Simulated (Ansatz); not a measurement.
Reaction (formal exchange of groups at a B–O bond): `O[BH][SbH2]` + CH₄ → `C[BH][SbH2]` + H₂O

Isolated molecules relaxed with PBE0-D4/def2-TZVP in Ansatz; ΔE leaves out vibrations. CCSD(T)/CBS adds triple-zeta CCSD(T) − MP2 to the extrapolated MP2 energy (def2 sets, frozen cores). This one scheme is used for every species. DFT in def2-TZVPP. HSE06 is defined as in plane-wave codes. Elements past krypton have def2 core potentials. For Sb outer-core shells are correlated without core-valence functions, which leaves a few kJ/mol of doubt a bond. Each species was taken in one conformer, which may not be the lowest.

`O[BH][SbH2]`:

Z-matrix (Å, degrees):
```
B
Sb 1 2.265
O 1 1.345 2 123.9
H 1 1.198 2 119.5 3 177.1
H 2 1.706 1 90.6 3 115.0
H 2 1.714 1 92.9 3 22.6
H 3 0.961 1 114.4 2 -4.4
```

CH₄:

```xyz
5

C     0.000    0.000    0.000
H    -0.046   -1.087   -0.065
H    -0.429    0.436   -0.902
H     1.039    0.314    0.096
H    -0.563    0.336    0.870
```

`C[BH][SbH2]`:

Z-matrix (Å, degrees):
```
C
B 1 1.551
H 1 1.095 2 112.5
H 1 1.102 2 105.1 3 113.6
H 1 1.091 2 116.5 3 -128.0
Sb 2 2.227 1 123.7 3 135.7
H 2 1.199 1 119.7 3 -40.8
H 6 1.703 2 95.0 1 134.6
H 6 1.705 2 95.1 1 40.1
```

H₂O:

```xyz
3

O     0.315   -0.223    0.047
H     0.177    0.668    0.374
H    -0.493   -0.445   -0.421
```

```tsv
level	ΔE (kcal/mol)
B97M-V	33.0
HSE06-D4	31.7
r2SCANh	33.0
r2SCAN0	32.6
BHLYP	33.8
MP2/def2-SVP	38.0
SCS-MP2/def2-TZVPP	32.8
MP2/CBS(def2)	31.0
```

What does CCSD(T)/CBS give? (Estimate.)

Computed: +31.2 kcal/mol. The listed levels differ from it by 1.8, 0.5, 1.8, 1.4, 2.6, 6.8, 1.6, -0.2 kcal/mol.

Largest T1 diagnostic among the species: 0.015.

In def2-TZVPP, CCSD(T) changes the Hartree–Fock value by −1.0 kcal/mol (the triples alone add +0.2 kcal/mol) and MP2 by −1.2 kcal/mol. Leaving LDA and LC-ωPBE aside and taking each functional with its dispersion term where it has one, the values, not all of them listed here, spread over 2.4 kcal/mol, from PBE0-D4 to BLYP-D4.
